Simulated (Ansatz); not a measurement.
Ansatz (a quantum-chemistry and plane-wave program) input:

Ansatz 0.2 input:
```yaml
crystal:
  periodic: [false, false, false]
  atoms:
    - {symbol: Ga, position_ang: [-0.17235545, -0.10141226, 0.00281224]}
    - {symbol: F, position_ang: [-1.61889575, -0.95254242, 0.02641472]}
    - {symbol: F, position_ang: [0.63186035, 1.44430545, -0.48414334]}
    - {symbol: F, position_ang: [1.58070417, -0.14245412, 0.44804202]}
basis:
  gaussian:
    orbitals: aug-cc-pVDZ
total_charge: 1
magnetization: {spin_polarized: true, initial_magnetization: 1}
correlation: {method: ccsd_t, electrons: outside_noble_gas}
output: {forces: true}
```

Problem. Predict the final energy.

Solution. -2221.89537 Eh (CCSD(T)/aug-cc-pVDZ). The basis has 105 functions.

The program attaches cautions to this result: other roots.
